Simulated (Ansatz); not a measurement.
Program: Ansatz. Geometries: PBE0-D4/def2-TZVP. ΔE: electronic, gas phase. CCSD(T)/CBS adds triple-zeta CCSD(T) − MP2 to the extrapolated MP2 energy (def2 sets, frozen cores). Functionals use def2-TZVPP. Elements past krypton have def2 core potentials. For Sb outer-core shells are correlated without core-valence functions, which leaves a few kJ/mol of doubt a bond. Each species was taken in one conformer, which may not be the lowest.

Consider the redistribution: `[F][Sb]([F])[Cl]` + `COB(O)OC` → `[OH][Sb]([F])[F]` + `COB(Cl)OC`.

`[F][Sb]([F])[Cl]`:

```xyz
4

F    -1.275    0.142   -1.071
Sb    0.547    0.133   -0.561
F     0.321    1.436    0.792
Cl    0.407   -1.711    0.840
```

`COB(O)OC`:

Z-matrix (Å, degrees):
```
C
O 1 1.413
H 1 1.090 2 107.6
H 1 1.093 2 111.2 3 119.5
H 1 1.093 2 111.2 3 -119.5
B 2 1.360 1 120.1 3 -180.0
O 6 1.363 2 120.7 1 -179.0
O 6 1.368 2 120.2 1 0.7
C 7 1.412 6 121.6 2 -1.0
H 8 0.960 6 111.4 2 -180.0
H 9 1.091 7 108.3 6 141.7
H 9 1.092 7 111.7 6 21.2
H 9 1.094 7 110.0 6 -99.7
```

`[OH][Sb]([F])[F]`:

Cartesian coordinates in Å:
```
O 0.681 0.761 0.884
Sb 0.479 -0.913 -0.036
F -1.389 -1.095 0.261
F 0.213 -0.174 -1.767
H 0.015 1.420 0.659
```

`COB(Cl)OC`:

Cartesian coordinates in Å:
```
C -1.648 1.034 0.691
O -0.446 0.358 0.380
B -0.209 -0.233 -0.811
Cl -1.408 -0.214 -2.117
O 0.955 -0.863 -1.052
C 1.956 -0.916 -0.051
H -1.817 1.869 0.007
H -1.552 1.414 1.707
H -2.503 0.357 0.637
H 2.803 -1.460 -0.468
H 2.276 0.088 0.237
H 1.593 -1.436 0.839
```

```json
{"level": "revPBE-D4", "ΔE (kcal/mol)": "16.1", "difference from CCSD(T)/CBS": "-0.4"}
{"level": "BLYP-D4", "ΔE (kcal/mol)": "17.1", "difference from CCSD(T)/CBS": "0.6"}
{"level": "r2SCAN-D4", "ΔE (kcal/mol)": "17.2", "difference from CCSD(T)/CBS": "0.7"}
{"level": "B97M-V", "ΔE (kcal/mol)": "17.3", "difference from CCSD(T)/CBS": "0.8"}
{"level": "CAM-B3LYP-D4", "ΔE (kcal/mol)": "17.5", "difference from CCSD(T)/CBS": "1.0"}
{"level": "PBE-QIDH", "ΔE (kcal/mol)": "16.9", "difference from CCSD(T)/CBS": "0.4"}
{"level": "revPBE", "ΔE (kcal/mol)": "16.8", "difference from CCSD(T)/CBS": "0.3"}
{"level": "BLYP", "ΔE (kcal/mol)": "17.7", "difference from CCSD(T)/CBS": "1.2"}
{"level": "r2SCAN0", "ΔE (kcal/mol)": "18.2", "difference from CCSD(T)/CBS": "1.7"}
{"level": "LC-ωPBE", "ΔE (kcal/mol)": "16.0", "difference from CCSD(T)/CBS": "-0.5"}
{"level": "CCSD(T)/def2-SVP", "ΔE (kcal/mol)": "18.6", "difference from CCSD(T)/CBS": "2.1"}
{"level": "MP2/def2-TZVPP", "ΔE (kcal/mol)": "14.9", "difference from CCSD(T)/CBS": "-1.6"}
{"level": "CCSD/def2-TZVPP", "ΔE (kcal/mol)": "16.4", "difference from CCSD(T)/CBS": "-0.1"}
{"level": "HF/def2-QZVPP", "ΔE (kcal/mol)": "20.2", "difference from CCSD(T)/CBS": "3.7"}
{"level": "HF/CBS(def2)", "ΔE (kcal/mol)": "20.2", "difference from CCSD(T)/CBS": "3.7"}
{"level": "CCSD/CBS(def2)", "ΔE (kcal/mol)": "17.2", "difference from CCSD(T)/CBS": "0.7"}
{"level": "CCSD(T)/CBS", "ΔE (kcal/mol)": "16.5", "difference from CCSD(T)/CBS": "0"}
```

Largest T1 diagnostic among the species: 0.015.

In def2-TZVPP, CCSD(T) changes the Hartree–Fock value by −4.2 kcal/mol (the triples alone add −0.7 kcal/mol) and MP2 by −5.1 kcal/mol. Leaving LDA and LC-ωPBE aside and taking each functional with its dispersion term where it has one, the values, not all of them listed here, spread over 3.0 kcal/mol, from ωB97X-V to BHLYP-D4.
